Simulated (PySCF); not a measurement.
# Gallium: a sound run and one with changed settings

Sound run: Ga⁺ [Ar] 3d10 4s2, Ga²⁺ [Ar] 3d10 4s1. Calculation: PySCF 2.14, in aug-cc-pVDZ-DK (6s5p3d, 36 functions); scalar relativity by spin-free X2C-1e. In the sound run the correlated levels freeze [Ar] 3d10. The sound run starts from symmetry-adapted Hartree-Fock orbitals and uses a fine grid where one is needed.

Changed run: initial guess 1e, at most 50 SCF cycles, level shift 0.1 hartree.

| species | method | sound run (hartree) | changed run (hartree) | converged |
| --- | --- | --- | --- | --- |
| Ga⁺ | UHF | -1941.88183 | -1941.88183 | yes |
| Ga⁺ | B3LYP | -1943.57210 | -1943.57210 | yes |
| Ga⁺ | r2SCAN | -1943.48531 | -1943.48531 | yes |
| Ga⁺ | MP2 | -1941.90545 | -1941.90219 | yes |
| Ga⁺ | CCSD(T) | -1941.91757 | -1941.91757 | yes |
| Ga²⁺ | UHF | -1941.19086 | -1941.19086 | yes |
| Ga²⁺ | B3LYP | -1942.80513 | -1942.80513 | yes |
| Ga²⁺ | r2SCAN | -1942.73026 | -1942.73026 | yes |

Ionisation energy of Ga⁺:

```tsv
method	sound run (eV)	changed run (eV)
UHF	18.802	18.802
B3LYP	20.870	20.870
r2SCAN	20.546	20.546
MP2	19.445	19.356
SCS-MP2	19.573	19.467
CCSD	19.775	19.775
CCSD(T)	19.775	19.775
CCSDT	19.775	19.775
FCI	19.775	19.775
```

A level shift leaves the converged SCF energy unchanged but raises the virtual orbital energies, which shrinks MP2 if it is not removed.

For comparison, NIST gives 20.515 eV between the lowest levels.
